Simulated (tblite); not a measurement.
Record of a relaxation.

C7H7BF2.
Atom-mapped SMILES: `[F:1][B:2]([F:3])[C@H:4]1[CH2:5][C:6]12[CH:7]=[CH:8][CH:9]=[CH:10]2` (hydrogens: H11 on C4; H12, H13 on C5; H14 on C7; H15 on C8; H16 on C9; H17 on C10)

Computed with GFN2-xTB (tblite), gas phase: L-BFGS steps from a force-field or distance-geometry start until the largest atomic force falls under 0.01 eV/Å. 4 of its 107 geometries are shown.

Step 0: E = -796.0921 eV, largest atomic force 3.688 eV/Å
```
atom  x, y, z in Å  |  force x, y, z in eV/Å
F1      3.469   -0.063    0.602   -2.680   2.376  -0.878
B2      2.286    0.683    0.177    1.076   0.716   1.536
F3      2.064    2.024    0.646    1.150  -3.273  -1.069
C4      1.149   -0.146   -0.557    0.979  -0.297  -0.147
C5      0.787   -1.440    0.173    1.227  -0.903  -1.140
C6     -0.172   -0.304    0.162    0.426   0.089   0.163
C7     -0.430    0.545    1.338    0.861  -0.225   0.631
C8     -1.695    0.918    1.278   -1.668   0.798   0.386
C9     -2.328    0.346    0.078   -1.334   0.981   0.853
C10    -1.434   -0.375   -0.581    0.068  -0.468  -0.763
H11     1.144   -0.190   -1.660   -0.100   0.105   0.666
H12     1.438   -1.673    1.035   -0.885   0.066  -0.460
H13     0.587   -2.302   -0.523    0.091   0.857   1.077
H14     0.273    0.825    2.135   -0.305  -0.403  -0.757
H15    -2.173    1.566    2.037    0.101  -0.538  -0.822
H16    -3.383    0.517   -0.183    0.756  -0.130   0.172
H17    -1.589   -0.920   -1.515    0.237   0.250   0.553
```

Step 35: E = -797.1022 eV, largest atomic force 0.210 eV/Å
```
atom  x, y, z in Å  |  force x, y, z in eV/Å
F1      3.417    0.310    0.748   -0.138   0.050  -0.012
B2      2.352    0.721    0.085   -0.035   0.127   0.074
F3      2.312    2.026   -0.118    0.097  -0.186   0.002
C4      1.233   -0.227   -0.459    0.034  -0.069  -0.024
C5      0.791   -1.496    0.187   -0.080   0.027   0.006
C6     -0.145   -0.302    0.214   -0.012  -0.034  -0.062
C7     -0.492    0.419    1.452    0.051  -0.010  -0.044
C8     -1.769    0.827    1.361    0.024  -0.029   0.042
C9     -2.311    0.424    0.084   -0.024  -0.068   0.029
C10    -1.371   -0.246   -0.602    0.011   0.010  -0.017
H11     1.150   -0.218   -1.544   -0.009   0.064   0.026
H12     1.234   -1.793    1.129   -0.014   0.066  -0.129
H13     0.503   -2.318   -0.456    0.056   0.042   0.098
H14     0.196    0.569    2.263   -0.004  -0.035  -0.005
H15    -2.340    1.351    2.104    0.050   0.067   0.042
H16    -3.319    0.631   -0.222   -0.019   0.003  -0.065
H17    -1.449   -0.667   -1.588    0.010  -0.023   0.038
```

Step 71: E = -797.2279 eV, largest atomic force 0.038 eV/Å
```
atom  x, y, z in Å  |  force x, y, z in eV/Å
F1      2.712    0.637    1.355   -0.008  -0.010   0.004
B2      2.272    0.756    0.117    0.001   0.008  -0.031
F3      2.826    1.749   -0.553    0.015  -0.014  -0.005
C4      1.210   -0.178   -0.519    0.005   0.004   0.001
C5      0.819   -1.487    0.098   -0.011  -0.004   0.006
C6     -0.152   -0.348    0.201    0.004  -0.014   0.013
C7     -0.452    0.366    1.454    0.000  -0.015   0.006
C8     -1.718    0.810    1.397    0.006  -0.010   0.000
C9     -2.305    0.412    0.134   -0.012  -0.025   0.002
C10    -1.398   -0.276   -0.578    0.016   0.022  -0.003
H11     1.105   -0.113   -1.596    0.020   0.007  -0.001
H12     1.323   -1.793    1.002   -0.006   0.036   0.010
H13     0.562   -2.298   -0.566    0.000  -0.004  -0.004
H14     0.257    0.483    2.251    0.000   0.007   0.005
H15    -2.239    1.369    2.152   -0.002  -0.001   0.002
H16    -3.313    0.636   -0.160   -0.033   0.014   0.008
H17    -1.516   -0.713   -1.551    0.007   0.001  -0.013
```

Step 106: E = -797.2323 eV, largest atomic force 0.010 eV/Å
```
atom  x, y, z in Å  |  force x, y, z in eV/Å
F1      2.689    0.684    1.359   -0.004  -0.005  -0.001
B2      2.310    0.746    0.097   -0.001   0.005  -0.003
F3      2.974    1.636   -0.617   -0.003  -0.003   0.000
C4      1.210   -0.153   -0.522    0.005  -0.002  -0.001
C5      0.811   -1.459    0.100    0.003  -0.001   0.001
C6     -0.152   -0.314    0.193    0.002  -0.001  -0.001
C7     -0.467    0.372    1.459    0.004   0.001  -0.001
C8     -1.747    0.775    1.416    0.000  -0.002   0.002
C9     -2.327    0.390    0.146   -0.001   0.000   0.004
C10    -1.400   -0.252   -0.585    0.001   0.001   0.001
H11     1.113   -0.100   -1.600    0.001   0.006   0.000
H12     1.310   -1.754    1.011   -0.002  -0.002   0.005
H13     0.557   -2.276   -0.558    0.000  -0.001   0.000
H14     0.241    0.494    2.257    0.000   0.002  -0.001
H15    -2.282    1.299    2.187    0.000   0.001  -0.005
H16    -3.343    0.595   -0.137    0.002  -0.006  -0.004
H17    -1.504   -0.669   -1.569   -0.005   0.008   0.003
```

**Question.** Summarise the path.

**Answer.** The energy falls by 110.01 kJ/mol from step 0 to step 106; nine tenths of that is first reached at step 40. It falls at every step. The largest force goes from 3.688 to 0.010 eV/Å. Among the bonds F1–B2 changes most, from 1.462 to 1.320 Å; the atoms move by 0.531 Å rms after alignment.

What follows is the cost of the whole relaxation. Time: 0.61 s wall. Hardware: one thread of an Arm Neoverse V2, shared host with 32 logical CPUs at a one-minute load of 22.
